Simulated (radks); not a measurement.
Values are calculated unless marked as measured or tabulated.
Ionisation of O, [He] 2s2 2p4, to O+, [He] 2s2 2p3, under several functionals. Non-relativistic Kohn-Sham, spin-polarised, spherical densities, point nucleus; open shells are filled with parallel spins first; a radial shooting solver on a logarithmic mesh with Libxc functionals.

functional                                      E(O) (hartree)  Exc (hartree)  IE (eV)  -e(HOMO) (eV)  <r> HOMO (bohr)  IE error (eV)
Wu-Cohen GGA                                         -74.87504       -8.20765   13.555          7.122            1.331         -0.063
XLYP                                                 -75.12915       -8.47068   13.893          7.296            1.345         +0.275
AM05                                                 -74.60484       -7.91993   13.495          7.068            1.343         -0.123
exchange-only B88                                    -74.81481       -8.14244   12.283          6.026            1.371         -1.335
PBE                                                  -75.00096       -8.33721   13.679          7.193            1.335         +0.061
LDA (Slater exchange, Perdew-Wang correlation)       -74.52483       -7.83395   13.898          7.414            1.336         +0.280
exchange-only r2SCAN                                 -74.79127       -8.13312   11.480          5.584            1.390         -2.138
B86b exchange with PBE correlation                   -75.06141       -8.40159   13.726          7.230            1.332         +0.108
BP86                                                 -75.07664       -8.41653   13.816          7.327            1.328         +0.198

NIST Atomic Spectra Database: 13.618 eV (measured). Closest: PBE. The Delta-SCF values span 2.42 eV, the total energies 0.60 hartree. The highest occupied level is 2p. Open shells are spherical and high-spin; term and fine-structure splittings are not resolved.
